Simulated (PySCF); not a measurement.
Geometry:
```
atom   x (Å)   y (Å)   z (Å)
  C1  -1.551  -2.364   0.437
  C2  -0.913  -1.871  -0.854
  C3  -0.787  -0.348  -0.901
  B4   0.276   0.347   0.041
  C5   1.612  -0.431   0.375
  C6   2.729   0.292   1.120
  C7   3.964  -0.565   1.353
  C8   0.097   1.845   0.505
  C9  -1.300   2.459   0.513
 C10  -2.193   1.862   1.592
 H11  -0.965  -2.061   1.320
 H12  -2.564  -1.949   0.562
 H13  -1.636  -3.462   0.459
 H14  -1.512  -2.229  -1.708
 H15   0.081  -2.335  -0.974
 H16  -0.429  -0.040  -1.908
 H17  -1.785   0.113  -0.815
 H18   1.999  -0.846  -0.577
 H19   1.317  -1.341   0.937
 H20   2.350   0.653   2.092
 H21   3.015   1.201   0.564
 H22   3.718  -1.466   1.938
 H23   4.747  -0.017   1.899
 H24   4.399  -0.906   0.399
 H25   0.755   2.399  -0.200
 H26   0.588   2.001   1.482
 H27  -1.236   3.550   0.663
 H28  -1.775   2.324  -0.474
 H29  -3.200   2.308   1.586
 H30  -2.311   0.774   1.461
 H31  -1.764   2.024   2.594
```

Geometry: PBE0-D3(BJ)/def2-SVP; GIAO shifts from PySCF, gas phase, non-relativistic, averaged over equivalent atoms.

At PBE0/pcSseg-1 (275 basis functions, 66 s wall time on 1 thread of an x86-64 server CPU, shared host):
```csv
atoms,δ (ppm)
C3/C5/C8,31.3
C2/C6/C9,20.5
C1/C7/C10,18.6
B4,90.5
H14/H15/H20/H21/H27/H28,1.51
H16/H17/H18/H19/H25/H26,1.25
H11/H12/H13/H22/H23/H24/H29/H30/H31,0.90
```

Scale: ¹³C (184.41 ppm), ¹H (31.27 ppm) vs TMS; BF3·OEt2 for ¹¹B (100.73 ppm) (reference shieldings calculated alike).

Problem. What do these become at wB97X-D/pcSseg-1?

Solution. 
```csv
atoms,δ at wB97X-D/pcSseg-1,change
C3/C5/C8,29.6,-1.7
C2/C6/C9,19.9,-0.6
C1/C7/C10,18.6,+0.0
B4,86.8,-3.7
H14/H15/H20/H21/H27/H28,1.44,-0.07
H16/H17/H18/H19/H25/H26,1.16,-0.09
H11/H12/H13/H22/H23/H24/H29/H30/H31,0.91,+0.01
```

Shifts are taken against calculated references (same method and geometry level): TMS for ¹³C (σref 184.54) and ¹H (σref 31.38); ¹¹B (σref 101.61) against BF3·OEt2.

The largest change is at B4 (boron bonded to 3 C). Cost: 275 basis functions, 100 s wall time on 1 thread of an x86-64 server CPU, shared host. The order of the carbon signals is the same at both levels.

A carbon bonded to boron is broadened by the quadrupolar boron nucleus and is often missing from a measured spectrum.
